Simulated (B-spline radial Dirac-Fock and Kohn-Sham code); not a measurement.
## Relativistic shifts of the levels of Tl⁷⁶⁺

System: Tl⁷⁶⁺, configuration [He] 2s2 2p1.

Both columns are ΔSCF binding energies of the configuration average from a B-spline atomic structure program: non-relativistic Hartree-Fock with a point nucleus, and Dirac-Fock with a finite nucleus and the Coulomb interaction alone, averaged over the two j levels with weights 2j+1.

| shell | Hartree-Fock (eV) | Dirac-Fock (eV) | shift (eV) | shift (%) |
| --- | --- | --- | --- | --- |
| 1s | 86525.6 | 95569.0 | +9043.34 | +10.45 |
| 2s | 20804.0 | 23548.2 | +2744.15 | +13.19 |
| 2p | 20658.6 | 21799.6 | +1140.95 | +5.52 |

Relativity binds 1s, 2s, 2p more strongly, among those listed most of all 2s in relative terms.

Values without a named source are computed, but for edge energies of neutral atoms, which are taken from tables.
